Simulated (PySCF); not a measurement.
Electronic structure of Ti²⁺ (titanium, charge +2) at the PBE level

Configuration: [Ar] 3d2, high-spin 3F determinant. Computed with PySCF 2.14 in aug-cc-pVDZ-DK (7s6p4d2f, 59 functions), with scalar relativity by spin-free X2C-1e.

```
Total energy                        : -852.721 hartree
One-electron energy                 : -1155.652 hartree
Hartree (Coulomb) energy            : 344.697 hartree
Exchange-correlation energy         : -41.767 hartree
⟨S²⟩                                : 2.0003
⟨L²⟩                                : 12.003
Sum of ⟨r⟩                          : 13.89 bohr
Sum of ⟨r²⟩                         : 16.64 bohr²
Langevin diamagnetic susceptibility : -13.2 ×10⁻⁶ cm³/mol
Time after the integrals            : 1.3 s of wall time on 1 thread of Neoverse-N1 (shared host)
```

| shell | electrons | mean orbital energy (hartree) | rms radius, mean of both spins (bohr) |
| --- | --- | --- | --- |
| 1s α | 1 | -179.41962 | 0.0804 |
| 1s β | 1 | -179.41957 | 0.0804 |
| 2s α | 1 | -20.32916 | 0.353 |
| 2s β | 1 | -20.30888 | 0.353 |
| 2p α | 3 | -16.92525 | 0.321 |
| 2p β | 3 | -16.90931 | 0.321 |
| 3s α | 1 | -2.91679 | 1.08 |
| 3s β | 1 | -2.85078 | 1.08 |
| 3p α | 3 | -2.04170 | 1.18 |
| 3p β | 3 | -1.97609 | 1.18 |
| 3d α | 2 | -0.77062 | 1.59 |

Densities and radii are taken from the X2C orbitals without a picture-change correction, which distorts them close to the nucleus.
